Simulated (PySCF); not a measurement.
ITl. Atoms are numbered in the order given.

```xyz
2

Tl     0.0000     0.0000    -1.1376
I      0.0000     0.0000     1.7386
```

Coordinates come from a B3LYP-D3(BJ)/def2-TZVP optimisation. The def2 effective core potentials stand for the cores of I, Tl; spin–orbit coupling is left out.

Computed with PySCF with TDA-PBE/def2-TZVPD.

Vertical excitations; the highest root listed may be one member of a degenerate set.  State labels are in the subgroup C2v.

Computed UV-visible absorptions:
| state | symmetry | energy (eV) | λ (nm) | f | main pairs |
|---|---|---|---|---|---|
| S1 | A2 | 3.26 | 381 | 0.000 | HOMO→LUMO 50 %, HOMO−1→LUMO+1 50 % |
| S2 | A1 | 3.32 | 373 | 0.000 | HOMO→LUMO+1, HOMO−1→LUMO (degenerate set) |
| S3 | A2 | 3.32 | 373 | 0.000 | HOMO−1→LUMO+1, HOMO→LUMO (degenerate set) |
| S4 | B1 | 3.56 | 348 | 0.012 | HOMO−2→LUMO (degenerate set) |
| S5 | B2 | 3.56 | 348 | 0.012 | HOMO−2→LUMO+1 (degenerate set) |
| S6 | A1 | 3.87 | 320 | 0.038 | HOMO−1→LUMO 41 %, HOMO→LUMO+1 41 %, HOMO−2→LUMO+2 15 % |
| S7 | B2 | 4.79 | 259 | 0.004 | HOMO→LUMO+2 (degenerate set) |
| S8 | B1 | 4.79 | 259 | 0.004 | HOMO−1→LUMO+2 (degenerate set) |
| S9 | B1 | 5.66 | 219 | 0.107 | HOMO−1→LUMO+3 (degenerate set) |
| S10 | B2 | 5.66 | 219 | 0.107 | HOMO→LUMO+3 (degenerate set) |
| T1 | A1 | 3.06 | 405 | 0 | HOMO→LUMO+1 50 %, HOMO−1→LUMO 50 % |
| T2 | A1 | 3.14 | 394 | 0 | HOMO−1→LUMO, HOMO→LUMO+1 (degenerate set) |
| T3 | A2 | 3.14 | 394 | 0 | HOMO→LUMO, HOMO−1→LUMO+1 (degenerate set) |
| T4 | B2 | 3.19 | 389 | 0 | HOMO−2→LUMO+1 99 % |
Triplets are in the Tamm–Dancoff approximation.
